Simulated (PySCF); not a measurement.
**Two probes of the same atoms: core binding energy and nuclear shielding**

Species: C₇H₁₀.
Cartesian coordinates in Å at the PBE0-D3(BJ)/def2-SVP level; atoms count from 1:
```xyz
17
C7H10 angstrom
C     -1.2039   -1.2678   -1.1584
C     -1.4920   -0.2185   -0.3775
C     -0.5995    0.9071   -0.0747
C     -1.0649    1.9578    0.6273
C      0.7942    0.9083   -0.5896
C      1.7596    0.0402   -0.2580
C      1.6510   -1.0898    0.7101
H     -0.2282   -1.3677   -1.6415
H     -1.9419   -2.0525   -1.3399
H     -2.4876   -0.1524    0.0770
H     -2.0950    1.9782    0.9948
H     -0.4315    2.8193    0.8528
H      1.0453    1.7164   -1.2861
H      2.7427    0.1839   -0.7227
H      1.8068   -2.0596    0.2075
H      2.4335   -1.0103    1.4828
H      0.6725   -1.1190    1.2073
```

Binding energies: delta-SCF UKS SCAN, pcX-2 on the ionised atom, pcseg-1 elsewhere, spin-free X2C in PySCF. Shieldings: GIAO CAM-B3LYP/pcSseg-1, non-relativistic, same geometry.

```tsv
atom	C 1s (eV)
C1	289.76
C2	290.42
C3	290.58
C4	289.58
C5	290.12
C6	290.22
C7	290.63
```

Task: What are the absolute isotropic shieldings of these atoms?

Result: 
```tsv
atom	environment	C 1s (eV)	isotropic shielding (ppm)
C4	terminal =CH2 carbon	289.58	54.1
C1	terminal =CH2 carbon	289.76	55.5
C5	alkene CH carbon	290.12	45.3
C6	alkene CH carbon	290.22	39.6
C2	alkene CH carbon	290.42	33.4
C3	fully substituted alkene carbon	290.58	26.3
C7	allylic carbon	290.63	164.4
```

Over these 7 sites the two quantities correlate at r = 0.29. By binding energy: C4 < C1 < C5 < C6 < C2 < C3 ≈ C7. By shielding: C3 < C2 < C6 < C5 < C4 < C1 < C7.

The unrestricted hole states depart most from a pure doublet (⟨S²⟩ = 0.75; over 0.85 named) for C 1s of C2 (0.93) and C 1s of C3 (0.96), which makes these values less certain. The structure is a single PBE0-D3(BJ)/def2-SVP conformer in the gas phase; no vibrational or solvent corrections.
